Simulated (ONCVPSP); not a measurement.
# Cu: excitation energies, all-electron against ONCV

```json
{
  "Element": "Cu",
  "Generator": "ONCVPSP 4.0.1",
  "Type": "optimised norm-conserving Vanderbilt (ONCV)",
  "Functional": "PBEsol",
  "Relativity": "scalar-relativistic",
  "Frozen core": "[Ar]",
  "Valence charge": "11",
  "Reference configuration": "3d10 4s0.5 (charge +0.5)",
  "Partial waves": "4s: rc 2.10 bohr, ncon 5, nbas 9, qcut 3.5 1/bohr, 2 projectors, debl 0.8 Ha; p scattering state at 0.02 Ha: rc 1.85 bohr, ncon 3, nbas 7, qcut 4.8 1/bohr, 2 projectors, debl 3.2 Ha; 3d: rc 0.80 bohr, ncon 4, nbas 7, qcut 11.1 1/bohr, 1 projector",
  "Local potential": "polynomial inside 0.55 bohr (lpopt 5, dvloc0 0 Ha)",
  "Core correction": "Teter function, fcfact 4, rcfact 1.6"
}
```

Energies are relative to the spin-unpolarised reference configuration 3d10 4s0.5; without spin polarisation the order of configurations can differ from experiment.

| valence configuration | charge | ΔE all-electron (eV) | error AE − PS (meV) |
| --- | --- | --- | --- |
| 3d10 4s1 | 0 | -3.156 | -5.1 |
| 3d9 4s0 | +2 | 26.263 | -82 |

(1) What are ΔE and the potential's error for 3d10 4s0?

(2) What are ΔE and the potential's error for 3d10 4s0 4p1?

Note: ghosts flagged at negative energy: s at -456.1 eV, p at -65.4 eV (a further GHOST(-) flag falls on a real empty level of the atom); GHOST(+) flagged for s at 85.3 eV. A true bound ghost makes a file unfit for plane-wave use.

Results:

(1) ΔE = 4.950 eV all-electron; the error (AE − PS) is -7.1 meV.

(2) ΔE = 1.016 eV all-electron; the error (AE − PS) is -0.4 meV.
